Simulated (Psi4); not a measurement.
Complex: NH3 (SMILES N) (first 4 atoms) with H2 (SMILES [H][H]); geometry from B3LYP-D3(BJ)/def2-TZVP.
(charge 0, multiplicity 1):
```xyz
6

N     -0.168    -0.111     0.059
H     -0.718     0.654    -0.314
H      0.748    -0.065    -0.371
H     -0.604    -0.974    -0.245
H     -0.009     0.010     2.669
H      0.036     0.045     3.415
```

Level of theory: SAPT0/jun-cc-pV(D+d)Z run with Psi4.

### Question
Which attractive term is largest, and how does the interaction split up?

### Answer
electrostatics -1.68, exchange 2.34, induction -0.62, dispersion -0.51, total -0.46 kcal/mol; the largest attraction is electrostatics.
